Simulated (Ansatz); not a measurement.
The multiplicity is imposed and other spin states were not computed.

Cartesian coordinates (Å):
```xyz
6

Au    -0.0014    -0.0568    -0.0458
O      0.4723     1.6758     1.2033
H      0.2656     1.4977     2.1427
H     -0.0790     2.4457     0.9580
C     -0.4126    -1.5793    -1.1440
N     -0.6701    -2.5123    -1.8149
```
Charge 0, spin multiplicity 1.

Method: frozen-core CCSD(T)/def2-TZVPP // PBE-D3(BJ)/def2-SVP (Ansatz, a first-principles code).

```
Property                       Result
----------------------  -------------
HF energy               -303.21785 Ha
MP2 correlation energy    -1.23037 Ha
```

**Question.** Estimate the CCSD correlation energy, the (T) correction, the total energy and the T1 diagnostic.

**Answer.** 
The CCSD correlation energy is -1.18474 Ha, the (T) correction is -0.05092 Ha and the CCSD(T) total energy comes out as -304.45352 Ha. The T1 diagnostic is 0.016.
